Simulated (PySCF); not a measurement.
## C₆ coefficients of unlike pairs at PBE0

Calculated with PySCF 2.14 from the dipole response of each species, C₆(A,B) = (3/π) ∫ α_A(iu) α_B(iu) du, in atomic units, from isotropic polarisabilities. For ions this is the dispersion term alone; charge-induced terms of lower order in 1/R come first.

```tsv
species	configuration	basis	relativity	α (bohr³)	C₆ (like pair)
Sb²⁺	[Kr] 4d10 5s2 5p1 (2P)	aug-cc-pVQZ-PP with ECP28MDF (7s7p5d3f2g)	core potential	15.78	96.54
Rh²⁺	[Kr] 4d7 (4F)	aug-cc-pwCVTZ-DK (11s10p8d4f3g)	spin-free X2C	7.306	38.97
C	[He] 2s2 2p2 (3P)	aug-cc-pCVTZ-DK (7s6p4d2f)	spin-free X2C	12.54	50.39
Si²⁺	[Ne] 3s2 (1S)	x2c-TZVPPall with one added diffuse shell each of s, p, d type (6s6p4d1f)	spin-free X2C	11.82	40.92
```

Problem. Estimate C₆ for Si²⁺ with Rh²⁺.

Solution. The integral gives 35.85. The combination rule 2 C_A C_B / (C_A α_B/α_A + C_B α_A/α_B) gives 36.10 and the geometric mean 39.93.

No spin-orbit coupling is included.

The other pairs:

```csv
pair,C₆
"C, Sb²⁺",69.33
"C, Rh²⁺",40.89
"Si²⁺, C",45.28
"Si²⁺, Sb²⁺",61.98
"Rh²⁺, Sb²⁺",58.74
```
